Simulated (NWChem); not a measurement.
# Correlation energy of FGe

```
Ge
F 1 1.7654
```
Charge 0, spin multiplicity 2.

Everything below was run with NWChem. All single points use one geometry, from UB3LYP/def2-SVP, a minimum by its harmonic frequencies.

Basis set: def2-TZVP. Each correlation energy counts from its own Hartree-Fock reference.

The Hamiltonian is non-relativistic. The correlated methods keep 10 core orbitals frozen. This spin state was chosen for the runs; another may lie lower. The structure started from a generated list of species. The unpaired electrons of the parent sit in orbitals of symmetry b1 (C2v labels of the run); other states weren't searched. The stability of the SCF solutions was not checked. Open-shell Hartree-Fock references start from PBE0 orbitals. Coupled-cluster values serve here as a point of comparison, not as the truth.

```tsv
method	correlation energy (mHa)
CCSD(T) on UHF	-472.4
CCSD on UHF	-456.9
CCSD(T) on ROHF	___
UMP2	___
SCS-UMP2	-433.0
CCSD on ROHF	-461.1
CCSD[T] on ROHF	-478.8
CCSD[T] on UHF	-474.4
```

**Question.** Fill in the missing entries.

**Answer.** 
- CCSD(T) on ROHF, correlation energy (mHa): -476.9
- UMP2, correlation energy (mHa): -454.4
